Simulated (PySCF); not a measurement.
**From a computed spectrum to the compound**

A species of 10 atoms with charge 3 has these harmonic modes (PBE, small Gaussian bases with core potentials, PySCF 2.14.0):

```tsv
cm⁻¹	km/mol	symmetry
-21	–	a2
76	7.7	e
76	7.7	e
102	0.0	a1
107	1.0	e
107	1.0	e
417	0.0	a1
427	12.3	e
427	12.3	e
611	0.1	a2
644	41.0	e
644	41.0	e
657	114.6	e
657	114.6	e
674	1015.7	a2
1621	211.7	e
1621	211.7	e
1627	0.0	a1
3410	827.7	e
3410	827.7	e
3431	0.0	a1
3438	101.7	a2
3442	639.3	e
3442	639.3	e
```

Which species is it, and in which structure?

[Lu(H2O)3]3+ (singlet in the valence; each metal's 4f electrons, 14 of them, lie in its core potential, out of spins and levels):
```xyz
10

Lu    0.0000    0.0000    0.0000
O     2.1932    0.0000    0.0000
H     2.8178    0.7509    0.2170
H     2.8178   -0.7509   -0.2170
O    -1.0966    1.8993    0.0000
H    -2.0592    2.0649    0.2170
H    -0.7586    2.8158   -0.2170
O    -1.0966   -1.8993    0.0000
H    -0.7586   -2.8158    0.2170
H    -2.0592   -2.0648   -0.2170
```
 Negative wavenumbers this small are taken as noise. An lcecp potential fixes the number of 4f electrons, so in runs with it no electron can move into or out of that shell.
 This is one of several that fit.
